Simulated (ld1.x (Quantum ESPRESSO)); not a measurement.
Which change was made? (H, TM semilocal)

* Element: H
* Generator: ld1.x (Quantum ESPRESSO) 7.5
* Type: norm-conserving Troullier–Martins (semilocal form)
* Functional: PBEsol
* Relativity: non-relativistic
* Frozen core: none
* Valence charge: 1
* Reference configuration: 1s1
* Partial waves: 1s (bound): rc 1.15 bohr
* Local potential: the s channel
* Core correction: none

Cutoffs, loose and tight: the cutoffs (Ry, on a coarse ladder) from which the occupation-weighted sum of valence levels, in a spherical-Bessel basis at the reference potential, stays within 10 and 1 mRy of its value at 400 Ry. They do not see the model core or the augmentation charge, which bear on the density cutoff. Test errors are all-electron minus pseudo excitation energies from the reference, over the configurations 1s0.5; variants that change the core or the reference have their own tests.

The base gives: outcome: generated; cutoff, loose: 21 Ry; cutoff, tight: 40 Ry; bound ghosts: none.

Task: After one change the result is: outcome: generated; cutoff, loose: 30 Ry; cutoff, tight: 55 Ry; bound ghosts: none. Which change was it?
A. wave 1s (bound): rc 1.15 bohr becomes 1s (bound): rc 1.50 bohr
B. wave 1s (bound): rc 1.15 bohr becomes 1s (bound): rc 1.00 bohr
C. wave 1s (bound): rc 1.15 bohr becomes 1s (bound): rc 0.88 bohr

Result: C. The others give: wave 1s (bound): rc 1.15 bohr becomes 1s (bound): rc 1.50 bohr → outcome: generated; cutoff, loose: 18 Ry; cutoff, tight: 30 Ry; bound ghosts: none | wave 1s (bound): rc 1.15 bohr becomes 1s (bound): rc 1.00 bohr → outcome: generated; cutoff, loose: 25 Ry; cutoff, tight: 45 Ry; bound ghosts: none.
